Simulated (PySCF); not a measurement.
## Electron correlation in In (indium, neutral)

[Kr] 4d10 5s2 5p1, 2P determinant. All numbers are calculated (PySCF 2.14, the spin-free X2C one-electron Hamiltonian (Gaussian nucleus), in x2c-TZVPPall with one added diffuse shell each of s, p, d, f type (9s7p5d3f, 76 functions)). Frozen: [Kr] 4d10; 3 electrons correlated.

```csv
level,correlation energy (mhartree)
CCSD,-40.89
(T),-0.74
CCSD(T),-41.63
```

Diagnostics: T1 = 0.013, D1 = 0.0311, largest double amplitude 0.054.

Question: Is a single reference adequate?

Answer: Yes, within this model without spin-orbit coupling: T1 lies below 0.03 and no double amplitude reaches 0.07.
